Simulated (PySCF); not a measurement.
# Electronic structure of Pt (platinum, neutral) at the UHF level

Configuration: [Xe] 4f14 5d9 6s1, high-spin 3D determinant. Computed with PySCF 2.14 in x2c-TZVPPall, with the spin-free X2C one-electron Hamiltonian (Gaussian nucleus).

| Quantity | Value |
| --- | --- |
| Total energy | -18410.137892 hartree |
| One-electron energy | -25252.9656 hartree |
| Hartree (Coulomb) energy | 7198.7038 hartree |
| Exchange energy | -355.8761 hartree |
| ⟨S²⟩ | 2.0040 |
| ⟨L²⟩ | 6.056 |
| Sum of ⟨r⟩ | 45.80 bohr |
| Sum of ⟨r²⟩ | 61.21 bohr² |
| Traceless quadrupole moment −½Σ⟨3z² − r²⟩ along its main axis | -1.15 e·bohr² |
| Langevin diamagnetic susceptibility | -48.5 ×10⁻⁶ cm³/mol |

```csv
shell,electrons,mean orbital energy (eV),spread (eV),"rms radius, mean of both spins (bohr)"
1s α,1,-78820.7,0,0.0194
1s β,1,-78820.7,0,0.0194
2s α,1,-13995.2,0,0.0782
2s β,1,-13995.1,0,0.0782
2p α,3,-12175.1,0.132,0.0716
2p β,3,-12175.0,0.025,0.0716
3s α,1,-3354.9,0,0.199
3s β,1,-3354.8,0,0.199
3p α,3,-2813.8,0.220,0.202
3p β,3,-2813.7,0.179,0.202
3d α,5,-2201.2,0.249,0.185
3d β,5,-2201.1,0.331,0.185
4s α,1,-756.96,0,0.441
4s β,1,-756.73,0,0.441
4p α,3,-575.62,0.481,0.469
4p β,3,-575.45,0.312,0.469
4d α,5,-346.30,0.620,0.503
4d β,5,-346.07,0.697,0.503
5s α,1,-120.63,0,1.03
5s β,1,-119.18,0,1.03
4f α,7,-91.477,0.567,0.565
4f β,7,-91.315,0.351,0.565
5p α,3,-70.720,1.403,1.19
5p β,3,-68.844,0.936,1.19
5d α,5,-11.876,1.699,1.83
5d β,4,-10.634,1.198,1.83
6s α,1,-7.922,0,3.34
```

Spin-orbit coupling, absent here, splits the open shell strongly.

Densities and radii are taken from the X2C orbitals without a picture-change correction, which distorts them close to the nucleus.

Spin-orbit constants ζ (cm⁻¹) from the X2C one-electron operator on these orbitals: bare nucleus, nucleus screened by l(l+1)(2l+1)/3 electrons, and screened by the Breit-Pauli mean field of the electrons.

| shell | bare | screened nucleus | mean field |
| --- | --- | --- | --- |
| 2p | 8628000 | 8407000 | n/a |
| 3p | 1916000 | 1867000 | n/a |
| 3d | 297800 | 259600 | n/a |
| 4p | 452600 | 441000 | n/a |
| 4d | 61920 | 53980 | n/a |
| 4f | 12110 | 7764 | n/a |
| 5p | 68720 | 66960 | n/a |
| 5d | 4962 | 4326 | n/a |

To first order the Landé constant is A = -2163 cm⁻¹, so the lowest level has J = 3 and lies 0.536 eV below the centre of the term. This holds in LS coupling only.
